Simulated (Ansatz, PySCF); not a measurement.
This Ansatz (a program for electronic structure) input computes a CAM-B3LYP/def2-TZVPD energy:

Ansatz 0.2 input:
```yaml
crystal:
  periodic: [false, false, false]
  atoms:
    - {symbol: Cl, position_ang: [-0.04437157, -1.69641557, 0.34948186]}
    - {symbol: Si, position_ang: [-0.52029828, 0.06651973, -0.60843415]}
    - {symbol: Cl, position_ang: [0.47564959, 1.64401686, 0.26999675]}
    - {symbol: H, position_ang: [-0.04755029, -0.04049805, -2.01305818]}
basis:
  gaussian:
    orbitals: def2-TZVPD
hamiltonian:
  xc: {name: CAM-B3LYP}
magnetization: {spin_polarized: true, initial_magnetization: 1}
output: {forces: true}
```

Problem. Write an input for the same energy in PySCF and say what it gives.

Solution. 
```python
from pyscf import gto, scf, dft

mol = gto.M(
    atom='''
    Cl   -0.04437157   -1.69641557    0.34948186
    Si   -0.52029828    0.06651973   -0.60843415
    Cl    0.47564959    1.64401686    0.26999675
    H    -0.04755029   -0.04049805   -2.01305818
    ''',
    basis='def2-tzvpd',
    charge=0,
    spin=1,
    verbose=4,
)

mf = dft.UKS(mol, xc='camb3lyp').density_fit(auxbasis='def2-universal-jkfit')
mf.grids.level = 3
mf.conv_tol = 1e-9
mf.max_cycle = 100
mf.max_memory = 1500
mf.kernel()
if not mf.converged:
    mf = mf.newton()
    mf.kernel(mf.make_rdm1())
for _ in range(2):
    mo, _, stable, _ = mf.stability(return_status=True)
    if stable:
        break
    mf.kernel(mf.make_rdm1(mo, mf.mo_occ))
mf.analyze()
```
It gives -1210.61423 Eh, and Ansatz -1210.61419 Eh, a difference of 0.04 mEh, from the treatment of integrals and grids.

It need not be the lowest isomer of its formula.
